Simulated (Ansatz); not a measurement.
Cost and result up the ladder for Cu₂Br₄ (6 atoms). The state is a singlet with charge 0. Geometry: r2SCAN-D4/def2-SVP.

```xyz
6

Cu   -0.987   -0.593    0.864
Cu    0.353    1.333   -0.413
Br    2.115    1.424   -1.865
Br   -0.875   -2.872    0.983
Br    0.868   -1.013   -0.617
Br   -1.474    1.721    1.048
```

Ansatz on 4 threads of Intel Xeon Platinum 8259CL on a shared host. Times are rough, and most runs start from the orbitals of an earlier one. PBE0-D4/def2-TZVP serves as the yardstick here, not as an exact answer. Binding counts from free atoms at the same level (Cu doublet, Br doublet; other spins of the atoms weren't run), without zero-point energy or a counterpoise term.

B3LYP takes the VWN-RPA correlation. No other spin state of charge 0 was run. Another isomer (singlet) lies 0.08 eV lower at PBE0-D4/def2-TZVP; other spin states weren't run for this one.

```csv
level,functions,wall time
PBE-D4/def2-TZVP (with forces),282,10 s
r2SCAN-D4/def2-TZVP,282,15 s
B3LYP-D4/def2-TZVP,282,17 s
BHLYP-D4/def2-TZVP,282,24 s
PBE0-D4/def2-TZVP,282,26 s
```

(1) Estimate what each level gives for the binding energy per atom (eV).

Results:

(1) 
```tsv
level	binding energy per atom (eV)	difference from PBE0-D4/def2-TZVP (eV)	remarks
PBE-D4/def2-TZVP (with forces)	2.18	0.21	restricted, untested
r2SCAN-D4/def2-TZVP	2.20	0.22	restricted, untested
B3LYP-D4/def2-TZVP	1.90	-0.08	–
BHLYP-D4/def2-TZVP	1.69	-0.29	–
PBE0-D4/def2-TZVP	1.98	0.00	–
```
